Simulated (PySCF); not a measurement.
C8H10O2, SMILES COc1cccc(OC)c1, GFN2-xTB optimised geometry.

```
20

C      3.41     1.79     0.01
O      2.00     1.71     0.00
C      1.42     0.48     0.00
C      2.10    -0.73     0.00
C      1.38    -1.91     0.00
C      0.01    -1.91     0.00
C     -0.69    -0.70     0.00
O     -2.04    -0.79     0.00
C     -2.80     0.40     0.00
C      0.02     0.49     0.00
H      3.83     1.32     0.91
H      3.84     1.32    -0.88
H      3.64     2.85     0.01
H      3.18    -0.76     0.00
H      1.92    -2.85     0.00
H     -0.56    -2.83     0.00
H     -2.60     1.00     0.89
H     -2.60     1.00    -0.89
H     -3.84     0.08     0.01
H     -0.46     1.45     0.00
```

Density from PBE0/def2-SVP in PySCF at that geometry.

Minimum of the electron density along straight lines between bonded atoms, close to the bond critical point (lines longer than 1.1 times the sum of covalent radii, or with two minima, are not listed):

| bond | length / Å | ρ at the minimum / e bohr⁻³ | ∇²ρ there / e bohr⁻⁵ | position (fraction from the first atom) |
|---|---|---|---|---|
| C1–O2 | 1.406 | 0.256 | -0.34 | 0.34 |
| O2–C3 | 1.364 | 0.283 | -0.33 | 0.67 |
| C3–C4 | 1.387 | 0.311 | -0.79 | 0.52 |
| C4–C5 | 1.388 | 0.308 | -0.78 | 0.50 |
| C5–C6 | 1.376 | 0.315 | -0.80 | 0.50 |
| C6–C7 | 1.398 | 0.308 | -0.80 | 0.48 |
| C7–O8 | 1.361 | 0.285 | [?] | 0.33 |
| O8–C9 | 1.407 | 0.256 | -0.34 | 0.66 |
| C3–C10 | 1.396 | 0.308 | -0.79 | 0.51 |
| C7–C10 | 1.385 | 0.312 | -0.79 | 0.51 |
| C1–H11 | 1.095 | 0.280 | -1.05 | 0.63 |
| C1–H12 | 1.095 | 0.280 | -1.05 | 0.63 |
| C1–H13 | 1.089 | 0.284 | -1.10 | 0.64 |
| C4–H14 | 1.078 | 0.282 | -1.05 | 0.63 |
| C5–H15 | 1.080 | 0.284 | -1.08 | 0.63 |
| C6–H16 | 1.078 | 0.283 | -1.07 | 0.63 |
| C9–H17 | 1.095 | 0.280 | -1.06 | 0.63 |
| C9–H18 | 1.095 | 0.280 | -1.06 | 0.63 |
| C9–H19 | 1.089 | 0.284 | -1.10 | 0.64 |
| C10–H20 | 1.077 | 0.282 | -1.06 | 0.63 |

### Question
Complete the blanks.

### Answer

- C7–O8, ∇²ρ there / e bohr⁻⁵: -0.30
